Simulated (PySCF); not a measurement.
Compound: C₄H₇O₃ (doublet state).
Geometry (GFN2-xTB, Å), atoms numbered from 1 in this order:
```xyz
14
C4H7O3 angstrom
C      2.2527    0.8448    0.5306
O      1.1168    0.4080    1.1556
C      0.3681   -0.5463    0.4601
C     -0.8733   -0.8943    1.3145
O     -1.9670   -0.5592    0.4894
C     -1.4731    0.3661   -0.4316
O     -0.1669   -0.0509   -0.7377
H      2.3667    0.6612   -0.5211
H      2.7077    1.6821    1.0194
H      1.0000   -1.4090    0.2038
H     -0.9415   -1.9506    1.5714
H     -0.8537   -0.2805    2.2234
H     -1.4583    1.3854   -0.0008
H     -2.0788    0.3427   -1.3390
```

The hyperfine couplings belong to this conformer and change with its torsions.

The species is `[CH2]O[C@H]1COCO1` [radical].

Computed, not measured: UKS B3LYP, pcH-1 on C H O, non-relativistic, mean-field spin-orbit, GIAO (PySCF 2.14.0). One conformer (not necessarily the lowest) at the GFN2-xTB geometry, without solvent, vibrations or thermal averaging. The geometry wasn't refined by DFT: couplings that depend on bond lengths, twists or pyramidal angles can differ widely from those at the functional's own minimum.

Task: Count the α and β electrons and give S(S+1).

Result: Nα = 28, Nβ = 27 (55 in all), and S(S+1) = 0.75 for S = 1/2.

Mulliken spin populations, one withheld:

| atom | bound to | population |
| --- | --- | --- |
| C1 | O2, H8, H9 | ? |
| O2 | C1, C3 | +0.1065 |
| C3 | O2, C4, O7, H10 | -0.0088 |
| C4 | C3, O5, H11, H12 | -0.0007 |
| O5 | C4, C6 | +0.0002 |
| C6 | O5, O7, H13, H14 | -0.0010 |
| O7 | C6, C3 | +0.0064 |
| H8 | C1 | -0.0355 |
| H9 | C1 | -0.0375 |
| H10 | C3 | +0.0186 |
| H11 | C4 | +0.0006 |
| H12 | C4 | -0.0003 |
| H13 | C6 | -0.0004 |
| H14 | C6 | 0.0000 |

Task: Complete the table.

Result: The populations add up to Nα − Nβ = 1, and the others sum to 0.0481, so C1 holds +0.952.

Task: How is the spin shared among the elements?

Result: Carbon +0.94, oxygen +0.11, hydrogen -0.05. The positive populations sum to 1.08, the negative ones to -0.08.

Task: The run gives ⟨S²⟩ = 0.7532. What does that say of the overlap of α and β orbitals, and of the weight of higher spin?

Result: For a single determinant ⟨S²⟩ = S(S+1) + Nβ − Σ|⟨iα|jβ⟩|², so the squared overlaps of occupied orbitals sum to 27 − 0.0032 = 26.9968. If the quartet state (S + 1) were the only admixture, its weight would be 0.0032/(2S + 2) = 0.11 %.

Task: What Fermi-contact NMR shifts do the couplings of C3, C4, H8/H9, H10, H11, H12 imply at 200 K (Curie law, g = gₑ)?

Result: δ = a_FC·h·gₑ μB S(S+1)/(3 g_N μN kT), with k/h = 20836.6 MHz/K:

```csv
nuclei,isotope,a_FC (MHz),g_N,contact shift (ppm)
C3,13C,-4.88,1.4048,-767
C4,13C,-1.99,1.4048,-312
H8/H9,1H,-44.15,5.5857,-1743
H10,1H,10.03,5.5857,+396
H11,1H,0.73,5.5857,+29
H12,1H,-0.33,5.5857,-13
```

The shifts go as 1/T: at 250 K they are 0.800 times these. Entries for several nuclei are means.

Nuclei that the bonding pattern makes equivalent are averaged, as if the motion that swaps them (rotation, inversion, ring flip) were fast. The 1H value of -44.1 MHz is a mean of couplings from -47.7 to -40.6 MHz in this one geometry, not an average over conformers.

Examples of negative spin density at the nucleus (bohr⁻³): H8/H9 (-0.0099), C3 (-0.0043) and C4 (-0.0018).

On one thread, Arm Neoverse V2 (aarch64), shared host, this took 47 s (grids of density and orbitals included) and 0.98 GiB of memory at its peak.
